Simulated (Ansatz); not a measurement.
Reaction (cleavage of the Si–Si bond): `O=CO[SiH2][SiH3]` + H–F → `O=CO[SiH2]F` + SiH₄

Computed with Ansatz on PBE0-D4/def2-TZVP structures; ΔE is electronic, products minus reactants. CCSD(T)/CBS adds triple-zeta CCSD(T) − MP2 to the extrapolated MP2 energy (def2 sets, frozen cores). This one scheme is used for every species. DFT in def2-TZVPP. Each species was taken in one conformer, which may not be the lowest.

Problem. Is it downhill or uphill in electronic energy at CCSD(T)/CBS, and by how much? (Best estimate.)

Solution. The calculation gave: Downhill: ΔE = -34.4 kcal/mol.

Problem. What do these levels give: revPBE-D4, r2SCANh, HF/def2-TZVPP, MP2/def2-QZVPP, SCS-MP2/def2-QZVPP, CCSD/CBS(def2)? (Best estimate.)

Solution. Computed: revPBE-D4 -28.4, r2SCANh -34.9, HF/def2-TZVPP -43.4, MP2/def2-QZVPP -36.1, SCS-MP2/def2-QZVPP -37.8, CCSD/CBS(def2) -35.6 kcal/mol.

Problem. What do rigid-rotor, harmonic-oscillator terms from PBE0-D4/def2-TZVP frequencies (298.15 K, 1 bar) make of the CCSD(T)/CBS value? (Estimate.)

Solution. The calculation gave: ΔZPE = -0.1 kcal/mol, ΔH = -35.2 kcal/mol, ΔS = -7 J/(mol·K), ΔG = -34.7 kcal/mol.

Largest T1 diagnostic among the species: 0.016.

Leaving LDA and LC-ωPBE aside and taking each functional with its dispersion term where it has one, the values, not all of them listed here, spread over 9.1 kcal/mol, from B2PLYP to revPBE-D4. LDA lies +1.1 kcal/mol from PBE without D4. From PBE to PBE0 (25 % exact exchange), in def2-TZVPP and without D4, ΔE moves by −1.4 kcal/mol.
